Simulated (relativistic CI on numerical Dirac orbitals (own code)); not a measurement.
# L2,3 absorption of nickel in several valence states

Computed multiplet spectra 2p⁶3dⁿ → 2p⁵3dⁿ⁺¹ (Dirac-Coulomb-Breit ions, Slater integrals scaled by 0.8, an assumed crystal field that grows with the charge, no charge transfer; 300 K; Lorentzian 0.4 eV and Gaussian 0.3 eV FWHM at both edges, so that L2 comes out sharper than in experiment). Peaks over 5 % are given in eV from the highest peak in the L3 region of each spectrum (height, largest 100). S of the lowest state is read from ⟨S²⟩, and the branching ratio is the share of L3, cut at the minimum between the edges.

Field parameters in Wybourne normalisation: Td as Oh with Dq negative (B⁴₀ = 21Dq, B⁴₄ = √(5/14) B⁴₀). The field is a parameter set, without covalency.

- Ni2+ (d8, Td, 10Dq = -5500 cm⁻¹): S = 1.00, branching ratio 0.90; peaks 0.0 (100), 0.5 (85), 2.5 (20), 18.8 (14)
- Ni3+ (d7, Td, 10Dq = -7100 cm⁻¹): S = 1.50, high spin, branching ratio 0.76; peaks 0.0 (100), 0.6 (90), 1.3 (78), 2.4 (40), 3.4 (22), 4.9 (12), 18.5 (54), 20.8 (11), 21.8 (8)

Task: What spin state follows for Ni4+ in Td, 10Dq = -8700 cm⁻¹, and does its branching ratio lie nearer 2/3 or nearer 0.8?

Result: Ni4+ (d6, Td, 10Dq = -8700 cm⁻¹): S = 2.00, high spin, branching ratio 0.75; peaks -3.6 (11), -0.6 (95), 0.0 (100), 1.1 (64), 3.2 (32), 5.0 (13), 15.1 (12), 16.4 (29), 17.2 (27), 17.6 (29), 18.2 (30), 19.8 (11), 21.0 (9), 21.8 (7). High-spin states, above all those with an unquenched orbital moment, raise the ratio above the statistical 2/3; low spin and nearly empty shells keep it near or below 2/3.

The centroid of the whole edge, which also moves with the branching ratio, lies at 856.5 (Ni2+), 862.1 (Ni3+), 865.6 (Ni4+) eV in this ionic model, in steps of 3.5 to 5.6 eV. Compounds show about 1 to 2 eV a unit and lower energies for the high valences, since ligands screen the charge. The multiplet shape follows the d count and the spin state, and so serves as a fingerprint of valence.
